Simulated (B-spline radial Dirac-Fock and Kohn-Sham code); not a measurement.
These are calculated numbers from a radial B-spline solver; the model is Dirac-Fock (average of configuration) total-energy differences with a finite nucleus, the Breit interaction including its frequency dependence, and self-energy and vacuum-polarisation corrections. Free neutral atoms.

**Question.** Order these X-ray lines by photon energy, lowest first.
A. Co Lℓ
B. Cr Lβ3
C. Ca Lγ5
D. Pr Mζ2
E. Ti Lℓ
F. Mn Lβ4

**Answer.** C (355.5 eV), E (391.7 eV), B (652.6 eV), A (674.7 eV), D (702.9 eV), F (720.9 eV).
